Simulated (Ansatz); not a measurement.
Kohn–Sham single points on ClH₄N₂NbS, SMILES `[NH2][Nb]([NH2])(=[S])[Cl]`.

```yaml
crystal:
  periodic: [false, false, false]
  atoms:
    - {symbol: N, position_ang: [-1.283313, 0.853776, -0.653800]}
    - {symbol: Nb, position_ang: [0.433227, -0.049422, -0.441078]}
    - {symbol: N, position_ang: [0.609234, -0.826064, 1.340297]}
    - {symbol: S, position_ang: [0.520902, -1.640010, -1.864187]}
    - {symbol: Cl, position_ang: [2.121740, 1.499506, -0.738610]}
    - {symbol: H, position_ang: [-1.628914, 1.570215, -0.028810]}
    - {symbol: H, position_ang: [-1.965914, 0.651378, -1.369734]}
    - {symbol: H, position_ang: [0.487132, -0.307103, 2.200015]}
    - {symbol: H, position_ang: [0.794306, -1.798575, 1.538907]}
basis:
  gaussian: {orbitals: def2-TZVPP}
hamiltonian: {xc: {name: LC-wPBE}}
output: {orbitals: {seedname: orbitals}}
```

```sh
$ ansatz run in.yaml --threads 4 --pin off --events-out ev --progress --plain --max-ram 10444MiB
```

Output, abridged:

```
Functional definition: LC-wPBE
1453 factors; their error is unknown
411 factors; integrals over basis functions are off by at most 2.3e-5 eV
mean field evaluation 1: about -27942.3758 eV, gradient 7.5e1 eV
mean field evaluation 2: about -27926.2573 eV, gradient 1.2e2 eV
mean field evaluation 4: about -27952.9452 eV, gradient 7.7e0 eV
mean field evaluation 8: about -27953.0873 eV, gradient 1.7e-1 eV
mean field evaluation 16: about -27953.0702 eV, gradient 6.2e-4 eV
mean field -27953.07023734 eV, -1027.2563839508 hartree, gradient 3.2e-5 eV, S^2 0.000000; 0 other end points of the search recorded, 0 dependent functions left out
reference -27953.07023735 eV, -1027.2563839511 hartree; 32, 32 occupied and 226, 226 virtual orbitals, 1453 factors
Total energy: -27953.07023735 eV, -1027.2563839511 hartree
```

Hardware: 4 threads of an Intel Xeon 6975P-C on a shared host. Wall time 2 s, peak host memory 0.53 GiB.

With the line `hamiltonian: {xc: {name: BHLYP}, dispersion: d4}` (abridged; 2.4 s):

```
Functional definition: BHLYP
mean field evaluation 16: about -27956.4744 eV, gradient 2.1e-4 eV
mean field -27956.47444515 eV, -1027.3814862803 hartree, gradient 4.1e-5 eV, S^2 0.000000
Total energy: -27956.86692332 eV, -1027.3959095871 hartree
```

Changing it to `hamiltonian: {xc: {name: CAM-B3LYP}, dispersion: d4}` (abridged; 2.7 s):

```
Functional definition: CAM-B3LYP
mean field evaluation 16: about -27959.5978 eV, gradient 8.3e-4 eV
mean field -27959.59780732 eV, -1027.4962677229 hartree, gradient 3.6e-5 eV, S^2 0.000000
Total energy: -27959.84746696 eV, -1027.5054425457 hartree
```

With the line `hamiltonian: {xc: {name: B3LYP}, dispersion: d4}` and forces (abridged; 3.2 s):

```
Functional definition: B3LYP
mean field evaluation 16: about -27963.2006 eV, gradient 1.2e-3 eV
mean field -27963.20060563 eV, -1027.6286681187 hartree, gradient 2.6e-5 eV, S^2 0.000000
Total energy: -27963.64619307 eV, -1027.6450431553 hartree
Atom 0 force    -0.266859     0.132382    -0.037841 eV/Å
Atom 1 force     0.034682     0.070982     0.026978 eV/Å
Atom 2 force     0.026252    -0.127322     0.271061 eV/Å
Atom 3 force     0.023580    -0.310524    -0.284050 eV/Å
Atom 4 force     0.234721     0.215174    -0.041596 eV/Å
Atom 5 force    -0.028391     0.013071    -0.010993 eV/Å
Atom 6 force    -0.028233     0.023734     0.011544 eV/Å
Atom 7 force     0.007055    -0.018655     0.026711 eV/Å
Atom 8 force    -0.002807     0.001159     0.038186 eV/Å
Dipole moment:    -0.569372     0.138573     0.657233 e Å
```

The same input with `hamiltonian: {xc: {name: wB97M-V}}` and forces (abridged; 7.5 s):

```
Functional definition: wB97M-V
mean field evaluation 16: about -27956.6235 eV, gradient 8.9e-4 eV
mean field -27956.62350321 eV, -1027.3869640629 hartree, gradient 5.8e-5 eV, S^2 0.000000
Total energy: -27956.62358650 eV, -1027.3869671239 hartree
Atom 0 force    -0.033396     0.025062    -0.001422 eV/Å
Atom 1 force    -0.069095    -0.311537    -0.196753 eV/Å
Atom 2 force     0.006399    -0.009793     0.040528 eV/Å
Atom 3 force    -0.005224     0.199155     0.172636 eV/Å
Atom 4 force     0.094107     0.093448    -0.010686 eV/Å
Atom 5 force    -0.001217    -0.015912    -0.028007 eV/Å
Atom 6 force     0.010549     0.012800     0.031780 eV/Å
Atom 7 force     0.010083    -0.026207    -0.015752 eV/Å
Atom 8 force    -0.012206     0.032984     0.007675 eV/Å
Dipole moment:    -0.571335     0.144107     0.663759 e Å
```

Changing it to `hamiltonian: {xc: {name: PBE-QIDH}}` (abridged; 4.1 s):

```
Functional definition: PBE-QIDH
mean field evaluation 16: about -27930.1634 eV, gradient 2.0e-3 eV
mean field -27930.16336609 eV, -1026.4145719591 hartree, gradient 5.7e-6 eV, S^2 0.000000
12 core orbitals not correlated: weight in the atoms' cores, before any rotation towards them, 1.000 or more for the frozen orbitals, at most 0.000 for the correlated occupied ones
second order -39.71832882 eV of doubles, -0.00000000 eV of singles
Total energy: -27943.40282789 eV, -1026.9011132064 hartree
```

B3LYP takes the VWN-RPA correlation (the form of Gaussian; ORCA's B3LYP/G).
